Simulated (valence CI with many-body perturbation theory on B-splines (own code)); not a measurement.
Values are calculated unless marked as measured or tabulated.
Ladder of approximations for Nb¹⁷⁺

Level of theory: valence CI with perturbative core correlation (CI+MBPT): six valence electrons over a frozen Dirac-Fock core [Ar], a basis of 7 s, 7 p, 8 d, 6 f, 4 g, 1 h functions for each j, with the one-electron correlation potential Σ1, the two-electron term Σ2, the three-electron term Σ3, Breit, model QED; selected CI, second order for the rest, scaled by the run's own slope (own B-spline code, finite nucleus).

No measured spectrum was set against this ion. As an estimate, terms of the open shell hold to 2 to 4 % of their energy, and close levels can change places. Core correlation moves these levels by up to 8900 cm⁻¹, and in measured spectra 5 to 20 % of such shifts remained as error; rates that hang on mixing are uncertain with them. Among the levels kept, up to 700 cm⁻¹ of a level comes from second order outside the variational space, and about a tenth of that is noise between levels of different J, which matters for small intervals. Only levels of the ground parity were solved; by the run's estimate the other parity begins above the list, which can be wrong where configurations are misplaced.

Each rung adds one term. CI alone is the Dirac-Coulomb CI over the frozen core; QED comes last and gives the full result, which names the levels. Energies are above 3d6 5D_4 on the same rung, in eV.

Names give the largest LS component (configuration and term), which can be under half, so a name can repeat, a term be missing and a line seem to break the LS rules; names also repeat where a configuration has a term twice. Letters in brackets count levels of one name in rising energy.

| Level | CI alone | + Σ1 | + Σ2 | + Σ3 | + Breit | Full |
| --- | --- | --- | --- | --- | --- | --- |
| 3d6 5D_3 | 1.603 | 1.631 | 1.694 | 1.708 | 1.687 | 1.692 |
| 3d6 5D_2 | 2.113 | 2.139 | 2.160 | 2.141 | 2.156 | 2.161 |
| 3d6 5D_1 | 2.729 | 2.769 | 2.839 | 2.763 | 2.772 | 2.780 |
| 3d6 5D_0 | 2.941 | 2.982 | 3.057 | 2.976 | 2.990 | 2.998 |
| 3d6 3F_4 [a] | 7.893 | 7.902 | 7.755 | 7.594 | 7.659 | 7.657 |
| 3d6 3P_2 [a] | 8.687 | 8.720 | 8.514 | 8.152 | 8.210 | 8.214 |
| 3d6 3H_6 | 8.847 | 8.881 | 8.920 | 8.624 | 8.433 | 8.436 |
| 3d6 3H_5 | 8.961 | 8.993 | 8.938 | 8.794 | 8.701 | 8.704 |
| 3d6 3F_3 [a] | 10.240 | 10.283 | 10.110 | 9.938 | 9.923 | 9.928 |
| 3d6 3F_2 [a] | 10.724 | 10.770 | 10.531 | 10.296 | 10.299 | 10.304 |
| 3d6 3H_4 | 10.889 | 10.955 | 10.985 | 10.776 | 10.659 | 10.670 |
| 3d6 3P_0 [a] | 12.103 | 12.158 | 11.920 | 11.707 | 11.718 | 11.726 |
| 3d6 3G_5 | 12.226 | 12.299 | 12.269 | 12.161 | 11.938 | 11.950 |
| 3d6 3P_1 [a] | 12.651 | 12.731 | 12.466 | 12.189 | 12.146 | 12.160 |
| 3d6 3G_4 | 12.839 | 12.907 | 12.787 | 12.700 | 12.542 | 12.552 |
| 3d6 3G_3 | 13.454 | 13.538 | 13.414 | 13.324 | 13.186 | 13.200 |
| 3d6 3D_2 | 13.902 | 13.957 | 13.488 | 13.503 | 13.488 | 13.494 |
| 3d6 1I_6 | 14.473 | 14.549 | 14.659 | 14.315 | 14.026 | 14.037 |
| 3d6 3D_3 | 14.460 | 14.524 | 14.037 | 14.169 | 14.116 | 14.125 |

(1) How does the ionisation energy move along the ladder, and which term matters most?

Results:

(1) CI alone 676.42, + Σ1 678.56, + Σ2 688.50, + Σ3 688.70, + Breit 688.54, + QED 688.57 eV. The largest step is Σ2, 9.95 eV. NIST lists 688 ± 3 eV (theoretical).
